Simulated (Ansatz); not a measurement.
Total energies of Sn₂Se₂ from Ansatz at PBE-D4/def2-TZVP, gas phase (1 Eh = 27.2114 eV = 2625.5 kJ/mol). The reference geometry is relaxed at PBE-D4/def2-SVP.

```xyz
4

Sn    0.444   -0.786    1.473
Sn   -0.159    1.204   -1.229
Se    1.479   -0.835   -0.947
Se   -1.764    0.417    0.704
```

| state | geometry | energy (Eh) |
| --- | --- | --- |
| charge 0 singlet | reference | -5231.18518 |
| charge 1 doublet | reference | -5230.89794 |
| charge 0 triplet | relaxed at PBE-D4/def2-SVP | -5231.13075 |
| charge 0 quintet | relaxed at PBE-D4/def2-SVP | -5231.03597 |
| free Sn atom (triplet) | – | -214.24935 |
| free Se atom (triplet) | – | -2401.12489 |

In the def2 sets Sn takes a core potential; there is no spin–orbit coupling.

(1) Work out the vertical ionisation energy to the doublet.

(2) Which of the charge 0 states is lowest, and how far above it are the others?

(3) What is the binding energy per atom against free atoms?

(1) E(charge 1 doublet) − E(charge 0 singlet) = -5230.89794 − (-5231.18518) = 0.28724 Eh = 7.82 eV. For comparison, −ε of the highest occupied level is 5.43 eV at this level, 2.39 eV less.

(2) The singlet. triplet: -5231.13075 − (-5231.18518) = 0.05443 Eh = 142.9 kJ/mol; quintet: -5231.03597 − (-5231.18518) = 0.14921 Eh = 391.8 kJ/mol.

(3) Atoms: 2 × (-214.24935) + 2 × (-2401.12489) = -5230.74848 Eh. Binding: -5230.74848 − (-5231.18518) = 0.43670 Eh = 11.88 eV, or 2.97 eV for each of 4 atoms (no zero-point energy, no counterpoise term).

At PBE-D4/def2-TZVP the gap within one spin of the charge 1 doublet nearly closes, so an electron or hole may be smeared out by delocalisation error. 

The structure comes from a short search, and lower isomers may exist.
